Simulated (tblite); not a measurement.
Compound: CH8GeOSi.
Structure used (GFN2-xTB), in Å, numbered top down from 1:
```xyz
12
CH8GeOSi angstrom
O      1.8238    0.7645    0.8368
Si     1.2413   -0.7201    0.5377
C     -0.2349   -0.6519   -0.6619
Ge    -1.5564    0.7133   -0.1731
H      2.0262    1.3790    0.1367
H      2.2745   -1.5704   -0.0676
H      0.8474   -1.1540    1.8707
H     -0.7252   -1.6240   -0.6849
H      0.1101   -0.4560   -1.6781
H     -2.7194    0.7169   -1.1244
H     -0.9748    2.0937   -0.2167
H     -2.1113    0.5084    1.1988
```

Method: GFN2-xTB as coded in tblite; computed harmonic values from a numerical Hessian at the method's own geometry, unscaled. This tight-binding method is rough: wavenumbers can miss measured ones by several per cent, in bad cases by 10 to 20. Modes of hydrogen on germanium and silicon can be 10 to 20 % off. One conformer, not necessarily the lowest.

Harmonic wavenumbers (cm⁻¹): 44.3, 106.6, 121.8, 198.2, 252.2, 443.5, 474.6, 482.0, 586.6, 615.8, 688.6, 741.7, 753.6, 772.2, 779.4, 819.1, 864.3, 870.7, 909.4, 1006.5, 1112.1, 1444.2, 1952.0, 2031.8, 2068.0, 2209.3, 2318.9, 2955.3, 2983.1, 3667.7.

A = 7682, B = 1526, C = 1362 MHz; mass 137.956 u (most abundant isotopes); point group C1, symmetry number 1.

Problem. Zero-point energy?

Solution. ½Σν̃ = 17137 cm⁻¹ = 49.00 kcal/mol.

Problem. Entropy at 400 K, 1 bar (ideal gas, RRHO, classical rotation)?

Solution. Translation 42.16, rotation 28.28, vibration 28.00: S = 98.4 cal/(mol K).

Problem. And Cp and H(400 K) − H(0)?

Solution. Cp = 36.41 cal/(mol K), of which vibrations give 28.46 (their classical limit is 30 R = 59.6); H(400 K) − H(0) = 9.02 kcal/mol without the zero-point energy, 5.84 from vibrations.

Problem. What must be added to the electronic energy to get the Gibbs energy at 400 K and 1 bar?

Solution. ZPE + [H(400 K) − H(0)] − T·S = 49.00 + 9.02 − 39.38 = 18.64 kcal/mol.

Problem. How do the functions run with temperature in this model?

Solution. 
```
 T (K)  S (cal/(mol K))  Cp (cal/(mol K))  H − H(0) (kcal/mol)  G − H(0) (kcal/mol)  ln q(vib)
   150             72.4              18.6                 2.00                -8.85       2.18
   250             83.7              26.5                 4.25               -16.67       3.99
298.15             88.7              30.1                 5.62               -20.82       4.87
   600            114.9              44.8                17.20               -51.75      10.33
   900            134.7              52.4                31.88               -89.31      15.24
```

q(vib) and H(0) count from the zero-point level.

Hindered rotation and anharmonicity are outside this model. Other conformers, if any are populated, would add a mixing term that is left out. The structure is chiral; the term R ln 2 for an equal mix with its mirror image is left out.
